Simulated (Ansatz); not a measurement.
Conformers of C6H12O, SMILES `OC1CCCCC1`, each relaxed with PBE0-D4/def2-TZVP in Ansatz. CBS adds the triple-zeta coupled-cluster correction to the MP2 limit.

Not all of them had a frequency check.

Conformer A:

```xyz
19

O    -2.275   -1.230    0.282
C    -1.239   -0.338   -0.083
C    -0.184   -1.141   -0.815
C     0.995   -0.267   -1.219
C     1.592    0.452   -0.018
C     0.532    1.253    0.727
C    -0.643    0.369    1.124
H    -2.926   -0.744    0.795
H    -1.632    0.427   -0.774
H     0.154   -1.943   -0.148
H    -0.637   -1.621   -1.686
H     0.662    0.477   -1.955
H     1.756   -0.874   -1.718
H     2.029   -0.288    0.665
H     2.409    1.107   -0.334
H     0.962    1.729    1.612
H     0.174    2.064    0.081
H    -0.314   -0.396    1.838
H    -1.416    0.963    1.626
```

Conformer B:

Z-matrix (Å, degrees):
```
C
O 1 1.420
C 1 1.527 2 107.3
C 1 1.530 2 111.4 3 122.2
H 1 1.100 2 109.1 3 -117.5
H 2 0.961 1 108.3 3 -172.3
C 3 1.519 1 111.4 2 93.2
H 3 1.092 1 107.9 2 -29.7
H 3 1.095 1 109.3 2 -145.6
C 4 1.521 1 110.8 2 -153.4
H 4 1.095 1 110.2 2 82.9
H 4 1.096 1 108.0 2 -33.6
C 7 1.534 3 110.7 1 64.5
H 7 1.094 3 108.6 1 -56.5
H 7 1.093 3 110.8 1 -172.8
H 10 1.093 4 110.8 1 -171.7
H 10 1.096 4 108.8 1 -55.5
H 13 1.094 7 109.4 3 -154.1
H 13 1.094 7 110.0 3 89.5
```

Conformer C:

```xyz
19

O    -1.783   -1.112   -0.241
C    -1.244    0.175   -0.511
C    -0.080   -0.024   -1.467
C     1.088   -0.742   -0.805
C     1.535   -0.019    0.459
C     0.374    0.150    1.430
C    -0.791    0.871    0.767
H    -2.491   -1.013    0.401
H    -2.007    0.794   -1.005
H     0.243    0.963   -1.819
H    -0.432   -0.578   -2.341
H     1.919   -0.827   -1.511
H     0.782   -1.762   -0.551
H     1.930    0.970    0.192
H     2.354   -0.563    0.939
H     0.695    0.698    2.321
H     0.042   -0.837    1.768
H    -1.639    0.957    1.458
H    -0.497    1.897    0.514
```

Q: Which is lowest in electronic energy at CCSD(T)/CBS (frozen core, def2 sets), and by how much? (Best estimate.)

A: Ansatz gave: A; B lies 25.3 kJ/mol higher, C lies 2.3 kJ/mol higher.

Q: Give the energies relative to A (kJ/mol) with r2SCAN-D4/def2-TZVPP, B3LYP-D4/def2-TZVPP, B2PLYP/def2-TZVPP, B3LYP/def2-TZVPP, SCS-MP2/def2-TZVPP, CCSD(T)/def2-TZVPP, HF/def2-QZVPP. (An estimate is asked.)

A: The calculation gave: 
```csv
level,B,C
r2SCAN-D4/def2-TZVPP,26.7,2.3
B3LYP-D4/def2-TZVPP,25.9,1.4
B2PLYP/def2-TZVPP,26.4,2.5
B3LYP/def2-TZVPP,26.8,3.3
SCS-MP2/def2-TZVPP,25.4,1.3
CCSD(T)/def2-TZVPP,25.1,1.4
HF/def2-QZVPP,30.0,3.5
```

B3LYP here is the variant with VWN-RPA as its local correlation; programs differ in this.
